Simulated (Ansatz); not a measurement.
```xyz
11

C    -0.732   -0.729    1.981
B    -0.425   -0.001    0.649
O     0.014    1.252    0.381
Si   -0.141    0.464   -1.169
N     1.256    0.190   -2.091
H    -1.758   -1.109    1.982
H    -0.593   -0.076    2.847
H    -0.085   -1.604    2.092
H    -1.057    1.253   -2.022
H     1.535    0.795   -2.845
H     1.988   -0.436   -1.804
```

The species carries charge 0 and has multiplicity 1.

Task: List the ωB97M-V/def2-TZVPP orbital energies in eV (Ansatz 0.2.0). (Estimate.)

Result: Computed: Occupied: -1807.18, -526.08, -394.35, -280.76, -188.23, -148.18, -102.35, -102.28, -102.24, -30.84, -26.68, -22.30, -17.57, -16.65, -15.71, -14.75, -14.08, -13.69, -13.29, -12.61, -11.80, -10.58, -8.57. Lowest empty: 1.50, 2.23, 2.39, 2.93, 3.48, 3.87, 4.09, 4.50.
